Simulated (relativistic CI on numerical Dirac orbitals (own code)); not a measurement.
**One change at a time: Yb⁵⁰⁺**

Base calculation: Dirac-Coulomb-Breit CI, KLI orbitals optimised for each configuration, QED by a radiative potential, unscaled Slater integrals.

Configurations in the expansion (outside the closed core [Ne]): 3s²3p⁶3d², 3s²3p⁵3d³, 3s3p⁶3d³, 3s²3p⁶3d4s, 3s²3p⁶3d4p, 3s²3p⁶3d4d, 3s²3p⁵3d²4s, 3s²3p⁶3d4f, 3s²3p⁵3d²4p, 3s²3p⁵3d²4d, 3p⁶3d⁴, 3p⁵3d⁵, 3p⁵3d⁴4s, 3p⁶3d³4s, 3p⁵3d³4s². Double excitations out of closed p, d and f shells are left out; levels of such configurations are missing from the list, as are those of other unlisted configurations, and high levels can miss mixing partners. These lack a partner that the ground configuration has and come out too high: 3s²3p⁵3d²4p, 3s²3p⁵3d²4d.

The lowest level and the first level of each name with at least 55 % of one term (blank where a level has no safe partner in the second run):

```csv
Level,Base (eV),Shift (eV)
3s²3p⁶3d² ³F2,0.000,0.000
3s²3p⁶3d² ³P0,22.027,0.000
3s²3p⁶3d² ³F3,54.885,0.000
3s²3p⁶3d² ¹G4,67.885,0.000
3s²3p⁶3d² ³P1,69.372,0.000
3s²3p⁶3d² ³F4,117.838,0.000
3s²3p⁶3d² ¹S0,149.489,0.000
3s²3p⁵3d³ ⁵D°0,260.624,+0.428
3s²3p⁵3d³ ³P°1,371.994,+0.428
3s²3p⁵3d³ ³I°7,372.369,+0.427
```

At this charge energies of transitions that change n are usually good to better than 1 %, and those within a shell (Δn = 0) to a few per cent.

Problem. One thing was changed in a second run, which moved the levels as shown. Which?
A. configuration mixing switched off
B. P86 correlation estimate
C. only the first configuration
D. Breit term removed
E. QED terms removed
F. non-relativistic limit

Solution. B. P86 correlation estimate. A correlation estimate moves all levels of a configuration together before mixing; mixed levels move by a weighted share.

LS names give the leading component of a level, which can be under half, so a name can repeat, a term be missing and a line seem to break the LS rules.
